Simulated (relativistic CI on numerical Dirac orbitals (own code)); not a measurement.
Slater and spin-orbit integrals, Sr XIII

These numbers are calculated, not measured: Dirac-Coulomb-Breit CI, KLI orbitals optimised for each configuration, model QED, unscaled Slater integrals (own radial code, finite nucleus).

Slater integrals F^k, G^k are unscaled and averaged over j, outside the closed core [Ne]; ζ comes from projecting the Hamiltonian with its Breit term on Σ l·s of the shell.

- 3s²3p⁶3d⁸: F^2(3d,3d) = 214420, F^4(3d,3d) = 136540, ζ(3d) = 6106.5 cm⁻¹; <r>(3d) = 0.461, <r^2>(3d) = 0.2531 (bohr units).
- 3s²3p⁵3d⁹: ζ(3p) = 59736, F^2(3p,3d) = 203330, G^1(3p,3d) = 237840, G^3(3p,3d) = 151330, ζ(3d) = 5990 cm⁻¹; <r>(3p) = 0.4803, <r^2>(3p) = 0.2676, <r>(3d) = 0.4621, <r^2>(3d) = 0.2544 (bohr units).
- 3s²3p⁴3d¹⁰: F^2(3p,3p) = 207410, ζ(3p) = 59785 cm⁻¹; <r>(3p) = 0.4809, <r^2>(3p) = 0.2683 (bohr units).

Q: Give the Racah parameters of the d shell in 3s²3p⁶3d⁸.

A: B = F²/49 − 5F⁴/441 = 2828 cm⁻¹ and C = 35F⁴/441 = 10837 cm⁻¹.

Averages of the first 10 configurations, taken without configuration mixing, which lowers the lowest level and can move excited configurations by several eV; other configurations of the list can lie among them:

| Configuration | Parity | States | Average energy above the lowest level (eV) |
| --- | --- | --- | --- |
| 3s²3p⁶3d⁸ | even | 45 | 4.6 |
| 3s²3p⁵3d⁹ | odd | 60 | 143.7 |
| 3s²3p⁴3d¹⁰ | even | 15 | 285.7 |
| 3s3p⁶3d⁹ | even | 20 | 229.7 |
| 3s²3p⁶3d⁷4s | even | 240 | 162.8 |
| 3s²3p⁶3d⁷4p | odd | 720 | 188.8 |
| 3p⁶3d¹⁰ | even | 1 | 458.7 |
| 3s²3p⁶3d⁷4d | even | 1200 | 228.9 |
| 3s²3p⁶3d⁶4s² | even | 210 | 335.5 |
| 3s3p⁵3d¹⁰ | odd | 12 | 367.6 |
